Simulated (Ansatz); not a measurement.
Basis-set extrapolation for `C=C(F)BCl` (PBE0-D4/def2-TZVP geometry, frozen core, the Gaussian-basis code of Ansatz). Multiplicity 1, RHF reference.

|  | def2-TZVPP | def2-QZVPP |
| --- | --- | --- |
| HF | -661.213425 | -661.234811 |
| MP2 correlation | -0.846198 | -0.916436 |
| CCSD(T) correlation | -0.921381 | not run |

Energies in hartree. Use E(X) = E(∞) + A·exp(−7.88·√X) for Hartree–Fock and E(X) = E(∞) + B·X^(−2.97) for correlation, with X = 3 and 4, and add CCSD(T) minus MP2 of the smaller set to the MP2 limit.

Problem. What is the CCSD(T) energy at the basis-set limit?

Solution. HF limit: -661.234811 + (-0.021386) × 0.13774 = -661.23776. MP2 limit: -0.916436 + (-0.070238) × 0.74074 = -0.96846. Higher-order term: -0.921381 − (-0.846198) = -0.07518. Total: -662.28140 hartree, 384.9 kJ/mol below CCSD(T)/def2-TZVPP.
